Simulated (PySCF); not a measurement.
## Field gradients at the hydrogen positions

Compound: C7H13FSi.
Cartesian coordinates in Å at the GFN2-xTB level; atoms count from 1:
```xyz
22
C7H13FSi angstrom
C      2.891    1.872    0.306
C      2.028    1.310    0.916
C      0.989    0.619    1.645
C      0.041   -0.125    0.694
F     -0.986   -0.642    1.508
C      0.763   -1.313    0.065
C     -0.111   -2.113   -0.892
Si    -0.782    1.104   -0.556
C     -2.567    0.569   -0.894
H      3.651    2.371   -0.218
H      0.411    1.343    2.226
H      1.445   -0.090    2.345
H      1.643   -0.930   -0.456
H      1.105   -1.974    0.868
H     -0.359   -1.524   -1.773
H     -1.033   -2.409   -0.397
H      0.410   -3.011   -1.215
H      0.044    1.141   -1.767
H     -0.775    2.429    0.078
H     -3.098    1.347   -1.434
H     -3.100    0.385    0.035
H     -2.621   -0.339   -1.486
```

Level: PBE0/pcSseg-1 (PySCF, non-relativistic); Q(2H) = 0.00286 b; rigid geometry, the same for H and D, with no vibrational averaging.

Question: Rank these positions by the coupling χzz of a deuteron there, largest first.
A. H14 (methylene hydrogen)
B. H10 (alkyne hydrogen)
C. H15 (methyl hydrogen)
D. H20 (methyl hydrogen)
E. H18 (Si–H hydrogen)

Answer: B (267 kHz), D (219 kHz), C (211 kHz), A (200 kHz), E (109 kHz).

Question: Tabulate Vzz, the asymmetry η and χzz = 234.96 MHz × Q × Vzz for every hydrogen position.

Answer: 
```csv
atom,bonded to,bond length (Å),Vzz (au),η,χzz (kHz)
H10,C1,1.049,0.3973,0.00,267
H11,C3,1.094,0.2972,0.01,200
H12,C3,1.096,0.2946,0.02,198
H13,C6,1.092,0.2985,0.03,201
H14,C6,1.095,0.2974,0.04,200
H15,C7,1.088,0.3141,0.03,211
H16,C7,1.087,0.3123,0.01,210
H17,C7,1.088,0.3154,0.02,212
H18,Si8,1.467,0.1619,0.02,109
H19,Si8,1.469,0.1590,0.03,107
H20,C9,1.085,0.3264,0.01,219
H21,C9,1.086,0.3228,0.01,217
H22,C9,1.086,0.3256,0.01,219
```

Question: Average by the element that carries the hydrogen.

Answer: on C: 214 kHz over 11 positions, mean bond length 1.086 Å; on Si: 108 kHz over 2 positions, mean bond length 1.468 Å.

Question: How does χzz go with the bond length over the 11 C–H bonds?

Answer: A straight-line fit has a slope of -14.8 kHz for each 0.01 Å, with a correlation coefficient of -0.99, over lengths from 1.049 to 1.096 Å. The longer bonds have the smaller couplings here.

Question: Give the 2H NMR doublet splittings at H10 for a magnetic field along the z, y and x axes of the gradient: 3χ/2, 3χ(1 + η)/4, 3χ(1 − η)/4.

Answer: With |χ| = 267.0 kHz and η = 0.005: 401, 201 and 199 kHz, to first order and without motion.

One conformer (not necessarily the lowest) at the GFN2-xTB geometry, without solvent, vibrations or thermal averaging. GFN2-xTB bond lengths can be off by several hundredths of an ångström, more for odd bonds, and the gradients follow them. With so small a basis the couplings can be 20 % off.
